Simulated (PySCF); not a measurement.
ClCrO2, charge +2, doublet (typed; the unrestricted solution is spin-contaminated), geometry from GFN2-xTB of the parent state (such geometries of metal compounds can be far from the true shape) (the multiplicity is a formal guess); HF/STO-3G run with PySCF.

Here is a job for PySCF.
```python
from pyscf import gto, scf

mol = gto.M(
    atom='''
Cr    0.30551309   -0.01734383    0.39439997
O     1.49897309   -0.68849015   -0.32476441
O    -0.54284806   -0.99267836    1.24350979
Cl   -0.88125379    0.81562353   -0.98915073
''',
    basis='sto-3g',
    charge=2,
    spin=1,
    verbose=5,
)

mf = scf.UHF(mol)
mf.kernel()
mf.analyze()
```

### Question
Write the output that PySCF gives for this input, abridged.

### Answer

```
PySCF version 2.14.0

[INPUT] verbose = 5
[INPUT] max_memory = 4000
[INPUT] num. atoms = 4
[INPUT] num. electrons = 55
[INPUT] charge = 2
[INPUT] spin (= nelec alpha-beta = 2S) = 1
[INPUT] symmetry False subgroup None
[INPUT] Mole.unit = angstrom
[INPUT] Symbol           X                Y                Z      unit          X                Y                Z       unit  Magmom
[...]
[INPUT] ---------------- BASIS SET ----------------
[INPUT] l, kappa, [nprim/nctr], expnt,             c_1 c_2 ...
[INPUT] Cl
[...]
                                109.5358542       0.5353281423
                                29.64467686       0.4446345422
[...]
                                9.053563477       0.3995128261
                                2.944499834       0.7001154689
[...]
                                0.5940934274      0.2255954336
                                0.232524141       0.900398426
[...]
                                9.053563477       0.6076837186
                                2.944499834       0.3919573931
[...]
                                0.5940934274      0.5951670053
                                0.232524141       0.462001012
[INPUT] O
[...]
                                23.808861         0.53532814
                                6.4436083         0.44463454
[...]
                                1.1695961         0.39951283
                                0.380389          0.70011547
[...]
                                1.1695961         0.60768372
                                0.380389          0.39195739
[INPUT] Cr
[...]
                                224.4687082       0.5353281423
                                60.74999251       0.4446345422
[...]
                                21.55882749       0.3995128261
                                7.01159981        0.7001154689
[...]
                                2.104563782       0.2175436044
                                0.8120061343      0.9166769611
[...]
                                0.2785605708      0.0196064117
                                0.1230152851      1.131034442
[...]
                                21.55882749       0.6076837186
                                7.01159981        0.3919573931
[...]
                                2.104563782       0.5777664691
                                0.8120061343      0.4846460366
[...]
                                0.2785605708      0.5715227604
                                0.1230152851      0.5498949471
[...]
                                1.29378636        0.6555473627
                                0.4991829993      0.286573259

nuclear repulsion = 301.935460796035
number of shells = 19
number of NR pGTOs = 111
number of NR cGTOs = 37
basis = sto-3g
ecp = {}

******** <class 'pyscf.scf.uhf.UHF'> ********
method = UHF
initial guess = minao
damping factor = 0
level_shift factor = 0
DIIS = <class 'pyscf.scf.diis.CDIIS'>
diis_start_cycle = 1
diis_space = 8
diis_damp = 0
SCF conv_tol = 1e-09
SCF conv_tol_grad = None
SCF max_cycles = 50
direct_scf = True
direct_scf_tol = 1e-13
number electrons alpha = 28  beta = 27
Set gradient conv threshold to 3.16228e-05
E1 = -2837.773139455862  E2 = 902.5847566426042  Ecoul = 992.2457164797014  Exc = -89.66095983709715
init E= -1633.25292201722
cond(S) = 8.905970799323878

  alpha mo_energy =
[-2.18927330e+02 -1.04100996e+02 -2.65852306e+01 -2.28511122e+01
 -2.28501440e+01 -2.28492356e+01 -2.07642333e+01 -2.07635027e+01
 -1.07482614e+01 -8.18606128e+00 -8.18208673e+00 -8.18202886e+00
 -3.85372663e+00 -2.64616485e+00 -2.60289261e+00 -2.56387961e+00
 -1.61032562e+00 -1.51206190e+00 -1.29778766e+00 -6.88495133e-01
 -6.65771381e-01 -6.61787893e-01 -6.50369167e-01 -6.23563845e-01
 -6.10112333e-01 -6.02205634e-01 -5.90470229e-01 -5.56341801e-01
 -1.56964538e-01 -6.57977903e-02 -4.10610969e-02 -3.73059788e-03
  1.18724356e-02  9.27456226e-02  3.45871920e-01  4.37691690e-01
  5.08175396e-01]
  beta  mo_energy =
[...]
SCF not converged.
Total Energy =                       -1633.821522409420595
[...]
3 Cl 2py         0.00022   0.00034   0.00021  -0.00190  -0.00641
3 Cl 2pz        -0.00112  -0.00391  -0.00111  -0.00131   0.00562
3 Cl 3px        -0.12978   0.21691  -0.06806   0.02635  -0.10956
3 Cl 3py        -0.01924  -0.07117  -0.01009   0.06551   0.11195
3 Cl 3pz         0.09935   0.26866   0.05242   0.04706  -0.12094
               #36       #37
0 Cr 1s          0.00003  -0.00000
0 Cr 2s          0.00059   0.00000
0 Cr 3s         -0.00252   0.00001
0 Cr 4s         -0.11457   0.00013
0 Cr 2px        -0.00091   0.00087
0 Cr 2py         0.00129   0.00013
0 Cr 2pz        -0.00093  -0.00067
0 Cr 3px        -0.01171   0.02799
0 Cr 3py         0.02243   0.00416
0 Cr 3pz        -0.01090  -0.02150
0 Cr 4px        -0.40522   0.70593
0 Cr 4py         0.73238   0.10506
0 Cr 4pz        -0.38567  -0.54226
0 Cr 3dxy       -0.01506  -0.25075
0 Cr 3dyz       -0.00512   0.19827
0 Cr 3dz^2       0.08840  -0.00744
0 Cr 3dxz        0.20988  -0.02722
0 Cr 3dx2-y2     0.04428   0.08090
1 O 1s          -0.00275   0.00401
1 O 2s           0.05421  -0.04254
1 O 2px         -0.07880   0.09860
1 O 2py         -0.09451  -0.16814
1 O 2pz          0.12817  -0.04084
2 O 1s          -0.00275  -0.00401
2 O 2s           0.05421   0.04247
2 O 2px          0.15851   0.03154
2 O 2py         -0.05904   0.18744
2 O 2pz         -0.05411  -0.05910
3 Cl 1s         -0.00036  -0.00000
3 Cl 2s          0.00605   0.00000
3 Cl 3s          0.01394  -0.00002
3 Cl 2px         0.00472   0.00332
3 Cl 2py        -0.00134   0.00049
3 Cl 2pz         0.00588  -0.00255
3 Cl 3px        -0.07126  -0.04196
3 Cl 3py         0.02274  -0.00624
3 Cl 3pz        -0.08835   0.03220

To work with the spin densities directly, `use mulliken_meta_spin()` only printing them here.

 ** Mulliken spin pop alpha/beta on meta-lowdin orthogonal AOs **
 ** Mulliken Spin Density (per AO)  **
spin_pop of  0 Cr 1s        0.00000
spin_pop of  0 Cr 2s        0.00000
spin_pop of  0 Cr 3s       -0.00013
spin_pop of  0 Cr 4s        0.00946
spin_pop of  0 Cr 2px       0.00000
spin_pop of  0 Cr 2py       0.00000
spin_pop of  0 Cr 2pz      -0.00000
spin_pop of  0 Cr 3px       0.00004
spin_pop of  0 Cr 3py      -0.00020
spin_pop of  0 Cr 3pz       0.00005
spin_pop of  0 Cr 4px       0.01828
spin_pop of  0 Cr 4py       0.00514
spin_pop of  0 Cr 4pz       0.02883
spin_pop of  0 Cr 3dxy      0.09912
spin_pop of  0 Cr 3dyz      0.06925
spin_pop of  0 Cr 3dz^2     0.19046
spin_pop of  0 Cr 3dxz      0.13533
spin_pop of  0 Cr 3dx2-y2   -0.40203
spin_pop of  1 O 1s       -0.00000
spin_pop of  1 O 2s        0.00714
spin_pop of  1 O 2px      -0.27473
spin_pop of  1 O 2py       0.82712
spin_pop of  1 O 2pz      -0.01149
spin_pop of  2 O 1s       -0.00000
spin_pop of  2 O 2s        0.00715
spin_pop of  2 O 2px       0.14901
spin_pop of  2 O 2py       0.71454
spin_pop of  2 O 2pz      -0.32155
spin_pop of  3 Cl 1s        0.00000
spin_pop of  3 Cl 2s        0.00000
spin_pop of  3 Cl 3s        0.00398
spin_pop of  3 Cl 2px      -0.00000
spin_pop of  3 Cl 2py      -0.00002
spin_pop of  3 Cl 2pz      -0.00000
spin_pop of  3 Cl 3px      -0.02812
spin_pop of  3 Cl 3py      -0.20660
spin_pop of  3 Cl 3pz      -0.02003
 ** Mulliken Spin Density (per atom)  **
spin density of  0 Cr =      0.15360
spin density of  1 O =      0.54805
spin density of  2 O =      0.54914
spin density of  3 Cl =     -0.25079
 ** Mulliken pop alpha/beta on meta-lowdin orthogonal AOs **
 ** Mulliken pop       alpha | beta **
[...]
In total            28.00000 | 27.00000
 ** Mulliken atomic charges   ( Nelec_alpha | Nelec_beta ) **
charge of  0Cr =      1.97963  (    11.08698     10.93339 )
charge of  1O =      0.03970  (     4.25418      3.70613 )
charge of  2O =      0.03904  (     4.25505      3.70591 )
charge of  3Cl =     -0.05836  (     8.40379      8.65458 )

WARN: System has nonzero charge 2; the dipole moment is origin-dependent.
Location of origin: [0. 0. 0.]

Dipole moment(X, Y, Z, Debye):  3.34227,  0.17035,  4.37783
```

Convergence was not reached.
